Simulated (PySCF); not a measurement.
Calculation: M06-2X/def2-TZVP // B3LYP-D3(BJ)/def2-TZVP run with PySCF. All species are isolated molecules in the gas phase. Excitations are Tamm–Dancoff values on a coarser integration grid. The basis has no diffuse functions, so Rydberg states are missing or too high.

Reference species (SMILES): `[Br][Ga]([Br])[Br]` (neutral, multiplicity 1).

The LUMO comes out as -1.45 eV, the T1 excitation (TDA) comes out as 5.17 eV and the S1–T1 gap (TDA) is 0.32 eV.

Changed species: `[SiH3][Ga]([SiH3])[Br]` (2 of 3 Br replaced by SiH3; the reference has 0 of 3 Br replaced by SiH3).

### Question
What does the change do to the LUMO, T1 excitation (TDA) and S1–T1 gap (TDA)?

### Answer
the LUMO decreases by 0.35 eV, to -1.80 eV; the T1 excitation (TDA) decreases by 2.11 eV, to 3.06 eV; the S1–T1 gap (TDA) rises by 0.16 eV, to 0.48 eV.
